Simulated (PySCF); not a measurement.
**An excited-state table with gaps**

Species: C₄H₉BrSi.
Bonds: Br1–Si2, Si2–C3, C3–C4, C4–C5, C5–C6, Si2–C6. Hydrogens: H7 on Si2; H8, H9 on C3; H10, H11 on C4; H12, H13 on C5; H14, H15 on C6.

Theory: PySCF 2.14.0, density-fitted response routines, TDDFT wB97X-D/def2-SVPD, vertical, gas phase, core orbitals frozen in the response. Isolated species at its PBE0-D3(BJ)/def2-SVP geometry (one conformer only). Relativistic effects, spin–orbit coupling among them, are left out although an element past zinc is present.

Orbital energies (eV): HOMO-3 -11.13, HOMO-2 -10.94, HOMO-1 -9.91, HOMO -9.68, LUMO 1.73, LUMO+1 2.07, LUMO+2 2.49.

Lowest singlets, with some entries withheld (?).

```csv
state,ν̃ (cm⁻¹),f,"main configurations (H = HOMO, L = LUMO)"
S1,55070,0.011,H→L (90%)
S2,56350,0.024,H-1→L (90%)
S3,?,?,?
S4,64430,0.017,"H→L+2 (39%), H-2→L (25%)"
S5,?,?,?
S6,64850,0.024,"H-2→L (22%), H→L+3 (21%), H-1→L+1 (12%)"
S7,65170,0.026,"H-1→L+1 (59%), H-1→L+4 (8%)"
S8,67070,0.011,"H→L+4 (31%), H→L+3 (14%), H-2→L (10%)"
S9,67510,0.029,"H-3→L (45%), H-1→L+3 (12%), H-1→L+5 (10%)"
S10,68780,0.075,"H-1→L+3 (38%), H-1→L+4 (24%), H-1→L+2 (10%)"
```

**Question.** What stands in place of each question mark?

**Answer.** 
- S3: ν̃ = 63050 cm⁻¹; f = 0.042; H→L+1 (77%), H-2→L (10%)
- S5: ν̃ = 64600 cm⁻¹; f = 0.033; H-1→L+2 (43%), H→L+2 (17%), H-1→L+3 (10%)

**Question.** What is the mean static polarisability from the same response equations?

**Answer.** 91.7 au (13.59 Å³), with principal values 82.8, 85.4 and 106.9 au.

**Question.** Where do the lowest triplets lie (Tamm–Dancoff)?

**Answer.** T1 6.48 eV, H→L (85%); T2 6.60 eV, H-1→L (86%); T3 7.49 eV, H→L+2 (57%), H→L+6 (10%), H→L+3 (9%); T4 7.55 eV, H-2→L (61%), H→L+1 (15%). E(S1) − E(T1) = +0.35 eV.

**Question.** How far apart are S3 and S6, in eV and cm⁻¹?

**Answer.** 8.040 − 7.817 = 0.223 eV, or about 1790 cm⁻¹.

The vertical ionisation energy (ΔSCF) is 9.89 eV, 1.36 eV above S10.
